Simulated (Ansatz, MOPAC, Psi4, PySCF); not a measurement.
Species: silicon monosulfide, SiS, net charge 0, singlet state. SMILES: S=[Si]
Coordinates optimised at B3LYP-D3(BJ)/def2-TZVP (Ansatz, an electronic-structure program):
```
Si
S 1 1.9380
```

Property: vertical ionisation energy to the doublet, in eV. Set-up: 6-31G* and kin with 6d, 5d where marked; UHF or UKS for open shells; spin-orbit terms left out; 6-311+G** with 5d, 6d on Na to Ar in Ansatz; PM7 with its own dispersion and hydrogen-bond terms; non-relativistic; each state is the SCF solution reached for its charge and spin; frozen cores in correlated levels. First-principles rows: single points at B3LYP-D3(BJ) geometries (Ansatz). Semi-empirical rows: differences of heats of formation at the shared geometry for vertical values.

```
level               program  vertical ionisation energy to the doublet (eV)
------------------  -------  ----------------------------------------------
PM3                   MOPAC                                            9.01
PM6                   MOPAC                                            7.69
PM7                   MOPAC                                            9.37
MNDO                  MOPAC                                            8.92
PBE/6-31G*           Ansatz                                           10.35
PBE/6-311+G**        Ansatz                                           10.37
B3LYP/STO-3G         Ansatz                                            7.29
B3LYP/3-21G          Ansatz                                           10.56
B3LYP/6-31G*         Ansatz                                           10.48
B3LYP/6-311+G**      Ansatz                                           10.51
M06-2X/6-31G* (5d)    PySCF                                           10.54
wB97X-D/6-31G*         Psi4                                           10.59
MP2/6-311+G**        Ansatz                                           10.46
B3LYP/def2-TZVPD     Ansatz                                           10.43
wB97M-V/def2-TZVPD   Ansatz                                           10.43
wB97X-V/def2-TZVPD   Ansatz                                           10.48
```

No value to compare with is used here. The 13 habitual levels span 7.29 (B3LYP/STO-3G) to 10.59 eV (wB97X-D/6-31G*); B3LYP/def2-TZVPD gives 10.43.

The levels are drawn from those run, B3LYP/6-31G* more often than the rest, none by its result; left out are runs that failed, that the program found above a lower state of the same kind, or whose <S^2> lies over 0.5 above the pure value.
